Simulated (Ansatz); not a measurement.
Mulliken charges of C2H5BSn, SMILES `[BH2][SnH2][C]#C` from ωB97M-V/def2-TZVPP in Ansatz (PBE0-D4/def2-TZVP geometry).

```tsv
atom	x (Å)	y (Å)	z (Å)	charge (e)
B1	-1.138	1.397	-0.993	-0.215
Sn2	0.085	-0.470	-0.784	0.589
C3	0.772	-0.707	1.175	-0.561
C4	1.153	-0.815	2.315	-0.071
H5	-1.606	1.683	-2.054	0.097
H6	-1.332	2.113	-0.060	0.105
H7	1.472	-0.453	-1.781	-0.083
H8	-0.809	-1.878	-1.155	-0.083
H9	1.492	-0.915	3.321	0.223
```

Q: By hand: the dipole of these point charges (1 e Å = 4.8032 D).

A: Σ q r = (-0.238, 0.252, -0.293) e Å, of length 0.454 e Å = 2.18 D.

Q: How does the dipole of the full density compare? (Estimate.)

A: The calculation gave: (-0.128, 0.166, -0.088) e Å, 1.09 D; the point charges give 2.00 times that, at 18° from its direction.

Point charges leave out the atoms' own dipoles, such as those of lone pairs, and Mulliken's split depends on the basis, so the two needn't agree.
